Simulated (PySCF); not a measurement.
**Computed spin Hamiltonian**

CH5O2SSi2 (doublet state).
Cartesian coordinates in Å at the GFN2-xTB level; atoms count from 1:
```xyz
11
CH5O2SSi2 angstrom
O     -1.1995    0.4522    0.2437
C     -1.0946   -0.6806   -0.2158
O     -2.1354   -1.3094   -0.7831
Si     0.4538   -1.6960   -0.0315
S      2.0357   -0.4041    0.4832
Si     1.0540    1.4921    1.0542
H     -2.9210   -0.7374   -0.7674
H      0.7354   -2.6639   -1.0671
H      2.2730    2.1710    1.5002
H      0.2146    1.2353    2.2068
H      0.5894    2.1435   -0.1547
```

The hyperfine couplings belong to this conformer and change with its torsions.

As a line formula: `O=C(O)[SiH]S[SiH3]` [radical].

Computed, not measured: UKS B3LYP, pcH-1 on C H O S Si, non-relativistic, mean-field spin-orbit, GIAO (PySCF 2.14.0). Geometry: GFN2-xTB, one conformer, isolated molecule. The geometry wasn't refined by DFT: couplings that depend on bond lengths, twists or pyramidal angles can differ widely from those at the functional's own minimum, by a factor of two or more for some ions and for spin on atoms past the first row. No stability test was run, so a lower SCF solution isn't excluded.

- g1, g2, g3: 2.00209, 2.00494, 2.01182
- g_iso: 2.00628
- Form of g: rhombic: the two nearest values differ by 29 % of g3 − g1
- ⟨S²⟩: 0.7532 (exact 0.7500)
- α and β electrons: 36, 35
- HOMO–LUMO gap, α and β orbitals: 4.51, 4.41 eV
- Basis functions: 230

Hyperfine couplings atom by atom, in MHz; T1 to T3 are the principal values of the dipolar part; ρ(0) is the spin density at the nucleus:

| atom | isotope | a_iso | of which spin–orbit | T1 | T2 | T3 | Mulliken spin population | ρ(0) (bohr⁻³) |
| --- | --- | --- | --- | --- | --- | --- | --- | --- |
| O1 | 17O | -5.7 | 0.0 | -25.1 | 11.2 | 13.9 | 0.06 | 0.0093 |
| C2 | 13C | 23.6 | -0.1 | -7.8 | -2.8 | 10.6 | 0.02 | 0.0211 |
| O3 | 17O | -2.9 | 0.0 | -6.9 | 2.9 | 4.0 | 0.01 | 0.0048 |
| Si4 | 29Si | -409.1 | 0.6 | -147.2 | 73.2 | 74.0 | 0.75 | 0.4610 |
| S5 | 33S | 14.6 | 0.0 | -18.0 | -16.3 | 34.3 | 0.14 | 0.0424 |
| Si6 | 29Si | 3.5 | 0.0 | -0.4 | 0.0 | 0.5 | 0.00 | -0.0040 |
| H7 | 1H | -0.7 | 0.0 | -2.2 | -1.5 | 3.7 | 0.00 | -0.0002 |
| H8 | 1H | 44.9 | 0.0 | -8.7 | 1.3 | 7.4 | 0.01 | 0.0100 |
| H9 | 1H | -1.1 | 0.0 | -1.0 | -0.9 | 2.0 | 0.00 | -0.0002 |
| H10 | 1H | 5.7 | 0.0 | -1.3 | -1.0 | 2.3 | 0.00 | 0.0013 |
| H11 | 1H | 9.6 | 0.0 | -1.1 | -0.7 | 1.8 | 0.00 | 0.0021 |

The largest Mulliken spin populations are on Si4 (+0.75), S5 (+0.14) and O1 (+0.06). No atom but Si4 exceeds +0.15. The angles at Si4 add up to 341.6°, so it is pyramidal.

Axes: g2 points within 10° of the Si4–S5 bond.

Under fast tumbling the dipolar parts average out, and these isotropic splittings remain: 1 × 1H (H8, I = 1/2, 2 lines) with 1.60 mT and 3 × 1H (H9/H10/H11, I = 1/2, 4 lines) with 0.17 mT.

Nuclei that the bonding pattern makes equivalent are averaged, as if the motion that swaps them (rotation, inversion, ring flip) were fast. The three 1H nuclei of mean +4.7 MHz run from -1.1 to 9.6 MHz in the frozen geometry.

The 13C coupling of C2 (23.6 MHz) shows only in satellite lines or after enrichment, since that isotope makes up about 1.07 % of natural carbon.

The 29Si coupling of Si4 (-409.1 MHz) shows only in satellite lines or after enrichment, since that isotope makes up about 4.7 % of natural silicon.

The spin density at the nucleus, in bohr⁻³, is negative for Si6 (-0.0040), for instance. A restricted open-shell determinant has no negative spin density anywhere; here it arises because α and β orbitals differ (spin polarisation).
